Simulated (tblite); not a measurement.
C5H6F2Si.
Atom-mapped SMILES: `[CH:1]#[C:2][C@@H:3]([SiH3:4])/[C:5]([F:6])=[CH:7]\[F:8]` (hydrogens: H9 on C1; H10 on C3; H11, H12, H13 on Si4; H14 on C7)

Computed with GFN2-xTB (tblite), gas phase: L-BFGS steps from a force-field or distance-geometry start until the largest atomic force falls under 0.01 eV/Å.

Step 0: E = -676.2051 eV
```
atom  x, y, z in Å  |  force x, y, z in eV/Å
C1     -1.6719    2.2143   -0.1868   -1.040   1.327  -0.373
C2     -0.9699    1.2863    0.0437    1.444  -1.969   0.616
C3     -0.0620    0.1362    0.3576   -0.617   1.469  -0.825
Si4    -1.0211   -1.4491    0.6923   -0.950  -1.479   0.318
C5      0.9193   -0.0160   -0.7660    0.588   0.149   0.176
F6      0.4519   -0.2595   -2.0259    0.041   0.113   0.790
C7      2.2435    0.0873   -0.6267   -0.086  -0.052   0.014
F8      2.8245    0.3257    0.5741   -0.352  -0.065  -0.297
H9     -2.3082    3.0442   -0.4010    0.403  -0.520   0.121
H10     0.4615    0.3762    1.2863    0.236   0.149  -0.182
H11    -1.9280   -1.2903    1.8690    0.354   0.161  -0.417
H12    -1.8428   -1.8835   -0.4656    0.298   0.259   0.241
H13    -0.0802   -2.5577    1.0369   -0.148   0.478  -0.176
H14     2.9827   -0.0146   -1.4100   -0.172  -0.020  -0.007
```

Step 1: E = -676.1847 eV
```
atom  x, y, z in Å  |  force x, y, z in eV/Å
C1     -1.6867    2.2332   -0.1921    3.206  -4.268   1.037
C2     -0.9492    1.2581    0.0525   -2.994   3.860  -0.920
C3     -0.0708    0.1572    0.3458    0.207  -0.151  -0.067
Si4    -1.0347   -1.4703    0.6969   -0.412  -0.649   0.127
C5      0.9277   -0.0139   -0.7635   -0.060   0.130   0.161
F6      0.4525   -0.2579   -2.0146    0.017   0.069   0.543
C7      2.2423    0.0866   -0.6265    0.330  -0.033  -0.029
F8      2.8194    0.3248    0.5698   -0.217  -0.022  -0.098
H9     -2.3025    3.0368   -0.3993   -0.335   0.425  -0.117
H10     0.4649    0.3784    1.2837    0.093   0.069  -0.320
H11    -1.9230   -1.2880    1.8631    0.192   0.154  -0.222
H12    -1.8386   -1.8798   -0.4622    0.141   0.153   0.058
H13    -0.0823   -2.5509    1.0344   -0.027   0.304  -0.121
H14     2.9802   -0.0149   -1.4101   -0.140  -0.040  -0.032
```

Step 2: E = -676.3282 eV
```
atom  x, y, z in Å  |  force x, y, z in eV/Å
C1     -1.6712    2.2122   -0.1873    0.062  -0.125  -0.009
C2     -0.9609    1.2725    0.0500   -0.219   0.254  -0.038
C3     -0.0731    0.1652    0.3403    0.030  -0.287   0.096
Si4    -1.0433   -1.4837    0.6997   -0.104  -0.134   0.000
C5      0.9309   -0.0121   -0.7613   -0.253   0.185   0.230
F6      0.4529   -0.2568   -2.0061   -0.027   0.032   0.336
C7      2.2440    0.0860   -0.6266    0.292  -0.034  -0.054
F8      2.8158    0.3243    0.5673   -0.102   0.013   0.050
H9     -2.3023    3.0365   -0.3993    0.242  -0.334   0.083
H10     0.4670    0.3797    1.2804   -0.005   0.088  -0.380
H11    -1.9195   -1.2860    1.8590    0.074   0.149  -0.079
H12    -1.8358   -1.8771   -0.4603    0.031   0.078  -0.070
H13    -0.0834   -2.5459    1.0325    0.056   0.174  -0.081
H14     2.9782   -0.0153   -1.4104   -0.077  -0.060  -0.082
```

Step 3: E = -676.3388 eV
```
atom  x, y, z in Å  |  force x, y, z in eV/Å
C1     -1.6708    2.2110   -0.1877   -0.083   0.066  -0.054
C2     -0.9632    1.2749    0.0499    0.132  -0.235   0.083
C3     -0.0733    0.1624    0.3408   -0.143  -0.157   0.048
Si4    -1.0460   -1.4875    0.7001   -0.043  -0.034  -0.031
C5      0.9277   -0.0091   -0.7576    0.214   0.160   0.199
F6      0.4525   -0.2561   -2.0000   -0.078   0.017   0.227
C7      2.2484    0.0854   -0.6274   -0.226  -0.043  -0.002
F8      2.8138    0.3244    0.5678   -0.032   0.022   0.090
H9     -2.2982    3.0309   -0.3979    0.109  -0.156   0.036
H10     0.4672    0.3813    1.2743    0.031   0.094  -0.252
H11    -1.9179   -1.2835    1.8573    0.034   0.147  -0.033
H12    -1.8349   -1.8756   -0.4611    0.003   0.059  -0.102
H13    -0.0827   -2.5427    1.0310    0.083   0.124  -0.066
H14     2.9768   -0.0162   -1.4117   -0.002  -0.064  -0.142
```

Q: Estimate the geometry and energy of step 4. (The exact step hangs on the optimiser's Hessian estimate; all steps are aligned on step 3, rigid shifts and turns removed.)

A: E = -676.3489 eV, largest force 0.587 eV/Å
```
atom  x, y, z in Å  |  force x, y, z in eV/Å
C1     -1.6698    2.2081   -0.1884   -0.091   0.076  -0.052
C2     -0.9641    1.2742    0.0512    0.290  -0.494   0.128
C3     -0.0769    0.1578    0.3416   -0.149  -0.068  -0.012
Si4    -1.0503   -1.4932    0.7001    0.040   0.100  -0.080
C5      0.9300   -0.0029   -0.7499   -0.070   0.036   0.043
F6      0.4506   -0.2551   -1.9889   -0.093   0.011   0.121
C7      2.2475    0.0840   -0.6281    0.048   0.007   0.100
F8      2.8110    0.3249    0.5697    0.007   0.012   0.035
H9     -2.2925    3.0230   -0.3961   -0.053   0.063  -0.020
H10     0.4683    0.3847    1.2635    0.060   0.090  -0.043
H11    -1.9154   -1.2780    1.8546   -0.023   0.139   0.032
H12    -1.8338   -1.8728   -0.4637   -0.035   0.031  -0.141
H13    -0.0806   -2.5367    1.0282    0.122   0.046  -0.043
H14     2.9754   -0.0184   -1.4158   -0.053  -0.049  -0.068
```

The energy changes by -0.0101 eV. The first-order estimate −F·Δx gives -0.0160 eV and the mean of the old and new forces, exact on a quadratic surface, -0.0101 eV. The step makes an angle of 37° with the force vector and moves no atom by more than 0.011 Å.

The cost below is that of the whole relaxation. The run took 0.74 s on one thread, Arm Neoverse N1 (aarch64), on a shared host.
